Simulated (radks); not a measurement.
Results of a calculation; reference values are marked as such.
Initial-state core-level shifts of neutral germanium when its valence configuration changes from [Ar] 3d10 4s2 4p2. Code: a radial shooting solver on a logarithmic mesh with Libxc functionals. Model: Dirac Kohn-Sham, PBE, spin-unpolarised, spherical densities, point nucleus; open shells are shared between the two j in proportion to 2j + 1. Shifts are changes of the shell-averaged eigenvalues in eV (positive: less bound).

\begin{tabular}{lrrrr}
valence & 1s & 2s & 2p & 3p \\ \hline
3d10 4s1 4p3 & -1.817 & -1.739 & -1.739 & -1.787 \\
3d9 4s2 4p3 & -11.623 & -12.820 & -12.716 & -10.413 \\
3d10 4s1.5 4p2.5 & -0.927 & -0.887 & -0.887 & -0.911 \\
3d10 4s0.5 4p3.5 & -2.677 & -2.561 & -2.561 & -2.634 \\
3d9.5 4s2 4p2.5 & -5.694 & -6.265 & -6.214 & -5.151 \\
3d10 4p4 & -3.511 & -3.357 & -3.357 & -3.455 \\
3d8 4s0.5 4p5.5 & -26.433 & -28.974 & -28.749 & -23.452 \\
\end{tabular}
